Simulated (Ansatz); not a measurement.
```yaml
atoms:
  - { symbol: Ni, position_ang: [0.0000, 0.0000, 0.0000] }
  - { symbol: H, position_ang: [0.0000, 0.0000, 1.4538] }
```

Basis set: pcseg-2 (spherical functions). Charge 0, multiplicity 2.

Computed with Ansatz (development build ahead of 0.2.0); each method stands on the lowest determinant of its kind that the runs found. Restricted functionals stand beside restricted open-shell atoms, which can lie above the unrestricted atoms usual in DFT and then raise those values.

**Question.** Give the atomization energy at this shape (free ground-state atoms in the same class of orbitals less the molecule, no zero-point energy) of doublet NiH by r²SCAN (unrestricted), PBE (restricted open-shell), PBE0 (unrestricted), UHF.

**Answer.**

| method | atomization energy |
| --- | --- |
| r²SCAN (unrestricted) | 67.80 kcal/mol |
| PBE (restricted open-shell) | 66.90 kcal/mol |
| PBE0 (unrestricted) | 62.06 kcal/mol |
| UHF | 19.79 kcal/mol |

Caution: another spin multiplicity may lie lower. Caution for PBE (restricted open-shell): no unrestricted run beside it, a lower state can exist. Caution for UHF: the unrestricted determinant is a mixture of spin states.

The shape needn't be a minimum at these levels.
